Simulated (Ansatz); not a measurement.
The molecule RuO+, multiplicity 6 (an upper state: multiplicity 4 came lower at CCSD(T)/def2-TZVPP on PBE0 minima). No spin–orbit coupling. The T1 diagnostic near the minimum is 0.062, so single-reference values are doubtful.

The constants come from a fifth-degree fit in 1/R (seven points, main isotopes). In def2 and cc sets the state is the lowest found near the PBE0 minimum, followed along R.

Programs: Ansatz (a first-principles code). Each number belongs to the level named beside it. In def2 rows elements past Kr take small-core potentials, without spin–orbit coupling.

Energies at PBE/def2-TZVPP:

```json
[
 {"R (Å)": "1.602336", "E (hartree)": "-169.69095464"},
 {"R (Å)": "1.645409", "E (hartree)": "-169.69981027"},
 {"R (Å)": "1.685037", "E (hartree)": "-169.70440991"},
 {"R (Å)": "1.729834", "E (hartree)": "-169.70634587"},
 {"R (Å)": "1.774630", "E (hartree)": "-169.70555729"},
 {"R (Å)": "1.826318", "E (hartree)": "-169.70208164"},
 {"R (Å)": "1.886621", "E (hartree)": "-169.69553079"}
]
```

**Question.** With a reduced mass of 13.8249 u, find the minimum, the force constant and the constants.

**Answer.** A fifth-degree polynomial in 1/R puts the minimum at r_e = 1.7376 Å with force constant 564 N/m. Then ω_e = (1/2πc)√(k/μ) = 832 cm⁻¹ and B_e = h/(8π²cμr_e²) = 0.4039 cm⁻¹; the cubic and quartic terms give α_e = 0.0028 and ω_e x_e = 4.5 cm⁻¹.
